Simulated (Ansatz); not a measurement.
C2H8O2Ti (`[CH3][Ti]([CH3])([OH])[OH]`). Total charge 0; spin multiplicity 1.

```xyz
13

C     1.010    0.701   -1.341
Ti   -0.153    0.313    0.325
C    -0.508   -1.724    0.278
O     0.820    0.669    1.770
O    -1.710    1.147    0.115
H     0.465    0.408   -2.244
H     1.253    1.766   -1.406
H     1.942    0.130   -1.277
H    -1.033   -1.983   -0.647
H    -1.123   -2.031    1.130
H     0.445   -2.262    0.319
H     0.990    1.112    2.597
H    -2.396    1.754    0.381
```

(1) What are the harmonic wavenumbers in cm⁻¹ at PBE0-D4/def2-TZVP (Ansatz, finite differences of forces, unscaled)? (Estimate.)

(2) Is this a minimum?

(3) Give the ideal-gas thermochemistry at 298.15 K and 1 bar (rigid rotor, harmonic oscillator; point group C2v, symmetry number 2).

Results:

(1) The calculation gave: 83, 109, 133, 146, 164, 165, 176, 199, 203, 237, 335, 465, 505, 548, 555, 560, 584, 773, 829, 1147, 1158, 1410, 1412, 1417, 1420, 3024, 3026, 3122, 3122, 3123, 3125, 3987, 3990.

(2) Yes, all 33 modes are real.

(3) Zero-point energy 246.7 kJ/mol; H(298) − E = 277.8 kJ/mol; entropy 406.4 J/(mol·K), of which translation 167.7, rotation 107.1, vibration 131.6; G(298) − E = 156.7 kJ/mol. Modes under 100 cm⁻¹ are hindered rotations or soft bends, so the harmonic entropy is rough.
